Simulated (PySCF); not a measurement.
## Dipole moment and polarisability of `N#C[SiH2]C[C@@H]([SiH3])Cl`

C3H8ClNSi2.
Structure used (GFN2-xTB), in Å, numbered top down from 1:
```xyz
15
C3H8ClNSi2 angstrom
N      2.9948    1.9419   -0.4727
C      2.6070    0.8644   -0.4415
Si     1.9301   -0.8778   -0.3931
C      0.0383   -0.6573   -0.5282
C     -0.5280    0.3473    0.4599
Si    -2.4341    0.5323    0.4008
Cl    -0.1113   -0.1704    2.1309
H      2.4483   -1.5612   -1.5811
H      2.3723   -1.4912    0.8548
H     -0.4553   -1.6208   -0.3875
H     -0.2248   -0.3144   -1.5320
H     -0.0277    1.3100    0.3327
H     -2.7821    0.9758   -0.9507
H     -2.8250    1.5121    1.4076
H     -3.0068   -0.7829    0.6783
```

Level: CAM-B3LYP/def2-SVPD (PySCF), static field, nuclei fixed, core orbitals frozen in the response. The polarisability tensor in these axes (au):

```
x   115.14  -0.95  -3.15
y    -0.95  98.77  -0.10
z    -3.15  -0.10  97.28
```

**Question.** What are the eigenvalues, a third of the trace, and Δα (Δα² = ½Σ(αi − αj)² over the three pairs)?

**Answer.** Principal values 96.71, 98.75 and 115.73 au; mean 103.73 au = 15.37 Å³ = 17.10 × 10⁻⁴⁰ C²·m²/J; Δα = 18.09 au (17 % of the mean).

**Question.** What is the dipole moment, and where does it point?

**Answer.** (-2.34, -2.88, -1.42) D, 3.97 D in size, pointing from the negative to the positive side. Measured along this direction, the outermost atoms are N1 at the negative end and H15 at the positive end.

**Question.** In TDDFT the mean static polarisability is Σ f/ω² over all singlet excitations (ω in hartree). How much of it do the 8 lowest give? Their energies (eV) and oscillator strengths: 6.76, 0.0080; 7.20, 0.0026; 7.30, 0.0021; 7.31, 0.0320; 7.48, 0.0088; 7.55, 0.0172; 7.73, 0.0690; 7.82, 0.0124.

**Answer.** They add up to 1.99 au, 1.9 % of the 103.73 au; the largest single term is 0.86 au, from the state at 7.73 eV. Terms in order: 0.13, 0.04, 0.03, 0.44, 0.12, 0.22, 0.86, 0.15 au. Higher excitations give the rest. The strengths listed sum to 0.152.

**Question.** Directions of the eigenvectors, and the extent of the frame along each?

**Answer.** Largest value along (0.98, -0.05, -0.17), where the nuclei span 6.02 Å; middle along (0.03, 0.99, -0.14), 3.65 Å; least along (0.17, 0.13, 0.98), 3.61 Å. 

**Question.** Orientational against electronic polarisability at 400 K (dilute gas, rigid molecules)?

**Answer.** In Gaussian units μ²/3kT = 95.24 Å³ against 15.37 Å³, a ratio of 6.20; the Debye molar polarisation (4π/3)N_A(α + μ²/3kT) is 279.0 cm³/mol, leaving out the vibrational part.

Isolated species at its GFN2-xTB geometry (one conformer only).
